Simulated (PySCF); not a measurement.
Vertical excitations of a molecule C2H6N2OSi from TDDFT-LC-ωPBE/def2-SVPD run with PySCF, as energy in eV (oscillator strength): 7.27 (0.004), 7.39 (0.050), 7.56 (0.002), 7.62 (0.025), 8.09 (0.003), 8.22 (0.008), 8.86 (0.015), 8.93 (0.013), 9.18 (0.423), 9.29 (0.039). Lowest triplet (TDA): 6.56 eV. Coordinates come from a B3LYP-D3(BJ)/def2-SVP optimisation. The values are those of a single conformer.

Which molecule gave these data?
(A) C[Si@@H](N)N=C=O
(B) CN[Si@@H]1N=CO1
(C) C[Si@@]1(N)N=CO1
(D) CN[SiH2]OC#N

A, C[Si@@H](N)N=C=O
